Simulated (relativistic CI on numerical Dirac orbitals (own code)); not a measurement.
## Co⁵⁺ in a cubic cluster: 1s photoemission with charge transfer

Computed with a charge-transfer multiplet model of a cubic metal-ligand cluster with up to 2 ligand holes, Slater and spin-orbit integrals from Dirac-Coulomb-Breit ions, Slater integrals scaled by 0.8. The ground state mixes d4 with configurations of k ligand holes L, whose averages lie at kΔ + k(k − 1)U_dd/2; a core hole lowers each added d electron by U_cd. 300 K, Lorentzian 1.1 eV and Gaussian 0.6 eV FWHM.

Atomic integrals in eV (Slater integrals scaled, ζ unscaled), ground: F2dd 11.595, F4dd 7.314, zeta_d 0.089; with the core hole: F2dd 12.822, F4dd 8.112, zeta_d 0.121, G2cd 0.080.

Cluster parameters (eV): Δ = -0.1, U_cd = 8.3, 10Dq = 0.6, 10Dq(ligand) = 0.1, V(eg) = 3.9, V(t2g) = -1.89, final-state hopping factor = 1.

```tsv
Case	n_d	d4	d5L	d6L2	S
U_dd = 5.9 eV	4.88	0.27	0.58	0.15	2.00
U_dd = 6.6 eV	4.87	0.28	0.58	0.14	2.00
U_dd = 7.3 eV	4.85	0.28	0.58	0.14	2.00
```

Weights, n_d and S are thermal averages at 300 K. Binding energies count from the first peak over 30 % of the highest in each spectrum, which can be another peak from case to case. The parameters are a model scan and need not match a compound or its usual spin state. Peaks in eV (height, largest 100):
- U_dd = 5.9 eV: 0.0 (100), 14.2 (10)
- U_dd = 6.6 eV: 0.0 (100), 14.4 (10)
- U_dd = 7.3 eV: 0.0 (100), 14.5 (9)

Curve for U_dd = 7.3 eV (points under 2 left out, the grid thinned):

| E (eV) | Intensity |
| --- | --- |
| -3.4 | 3.0 |
| -3.1 | 3.6 |
| -2.8 | 4.5 |
| -2.5 | 5.6 |
| -2.3 | 6.5 |
| -2.0 | 8.6 |
| -1.7 | 11.7 |
| -1.4 | 16.8 |
| -1.1 | 25.7 |
| -0.8 | 41.6 |
| -0.6 | 57.6 |
| -0.3 | 85.6 |
| 0.0 | 100.0 |
| 0.3 | 86.0 |
| 0.6 | 58.1 |
| 0.9 | 35.7 |
| 1.1 | 26.0 |
| 1.4 | 17.0 |
| 1.7 | 11.8 |
| 2.0 | 8.7 |
| 2.3 | 6.6 |
| 2.6 | 5.2 |
| 2.8 | 4.5 |
| 3.1 | 3.7 |
| 3.4 | 3.1 |
| 3.7 | 2.6 |
| 4.0 | 2.3 |
| 4.3 | 2.0 |
| 13.4 | 2.8 |
| 13.6 | 3.8 |
| 13.9 | 5.9 |
| 14.2 | 8.4 |
| 14.5 | 9.4 |
| 14.8 | 7.9 |
| 15.1 | 5.5 |
| 15.3 | 4.2 |
| 15.6 | 2.9 |
| 15.9 | 2.2 |
| 16.5 | 2.0 |
| 16.8 | 2.4 |
| 17.1 | 2.8 |
| 17.3 | 3.1 |
| 17.6 | 3.1 |
| 17.9 | 2.6 |
| 18.2 | 2.0 |

For the case U_dd = 6.6 eV, Δ = -0.1 eV is smaller than U_dd = 6.6 eV, the charge-transfer side of the Zaanen-Sawatzky-Allen scheme (negative Δ: between configuration averages a ligand hole costs less than the nominal valence; multiplet and field energies can change this for the lowest states). With the core hole the average of the configuration with one ligand hole lies at Δ − U_cd = -8.4 eV before mixing: the effective hopping of about 6.7 eV (from the holes of the mixed ground state) is comparable with this gap or larger, so the configurations mix strongly.

With at most 2 ligand holes the space is cut while the next configuration still counts, so covalency is underestimated, and a final configuration with one more ligand hole, which can lie low, is missing from the spectra.
